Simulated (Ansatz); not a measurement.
CH₈GeOSi, SMILES `O[SiH2][CH2][GeH3]`. Charge 0, multiplicity 1. The geometry is a stationary point of PBE0-D4/def2-TZVP. It is one conformer, not always the lowest.

```xyz
12

O     2.023   -0.692   -0.210
Si    1.110    0.010    0.973
C    -0.712   -0.081    0.600
Ge   -1.164    0.427   -1.240
H     2.018   -1.647   -0.279
H     1.390   -0.632    2.290
H     1.543    1.428    1.006
H    -1.096   -1.090    0.780
H    -1.244    0.590    1.282
H    -0.716   -0.674   -2.215
H    -2.686    0.617   -1.375
H    -0.465    1.745   -1.613
```

(1) What is the dipole moment at r2SCAN/def2-TZVPP? (An estimate is asked.)

(2) And with PBE, B3LYP, ωB97M-V? (Estimate.)

(3) Give the Mulliken charges with r2SCAN, ωB97M-V, PBE in def2-TZVPP. (Estimate.)

Answers

(1) Computed: 1.78 D, with components (-0.85, -1.41, 0.67) D in this frame, pointing from negative to positive charge.

(2) Computed: PBE 1.73 D, B3LYP 1.79 D, ωB97M-V 1.78 D.

(3) The calculation gave: 
```
atom  r2SCAN  ωB97M-V    PBE
  O1   -0.42    -0.39  -0.36
 Si2    0.51     0.43   0.40
  C3   -0.35    -0.49  -0.34
 Ge4    0.13     0.07   0.10
  H5    0.20     0.17   0.18
  H6   -0.11    -0.06  -0.09
  H7   -0.09    -0.04  -0.07
  H8    0.09     0.14   0.11
  H9    0.10     0.14   0.11
 H10   -0.02     0.01  -0.02
 H11   -0.02     0.00  -0.02
 H12   -0.01     0.02  -0.01
```

B3LYP here is the variant with VWN-RPA as its local correlation; programs differ in this.
